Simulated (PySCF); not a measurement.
**Run times: manganese in def2-QZVPPD**

Measured wall times of calculations with PySCF 2.14 in def2-QZVPPD, with the non-relativistic Hamiltonian (point nucleus), run from one Python driver. Hardware: 1 thread of Neoverse-V2 on a shared host, 1.3 GiB allowed. The two-electron integrals over 100 functions were computed once and kept in memory (1.1 CPU seconds with the set-up); the times below exclude them. Kohn-Sham runs start from converged Hartree-Fock orbitals.

Launch command (the driver calls PySCF for each step listed in the task file):

```bash
OMP_NUM_THREADS=1 python atomrun2.py TASK.json OUT
```

```tsv
species	step	iterations	wall time (s)
Mn [Ar] 3d4 4s2 4p1	UHF with spin-orbit constants	15	2.8
Mn [Ar] 3d4 4s2 4p1	LDA	6	1.4
Mn [Ar] 3d4 4s2 4p1	PBE	7	2.2
Mn [Ar] 3d4 4s2 4p1	PBE0	8	3.3
Mn [Ar] 3d4 4s2 4p1	r2SCAN	7	5.7
Mn [Ar] 3d4 4s2 4p1	M06-L	7	5.9
Mn [Ar] 3d4 4s2 4p1	BP86	6	2
Mn [Ar] 3d4 4s2 4p1	TPSSh	6	5.8
Mn [Ar] 3d4 4s2 4p1	TPSS	6	5.2
Mn [Ar] 3d4 4s2 4p1	MP2 (7 electrons)		0.58
Mn [Ar] 3d4 4s2 4p1	MP2 (15 electrons)		0.87
```

Peak memory of the process: 0.43 GiB. Times on a shared host vary from run to run.
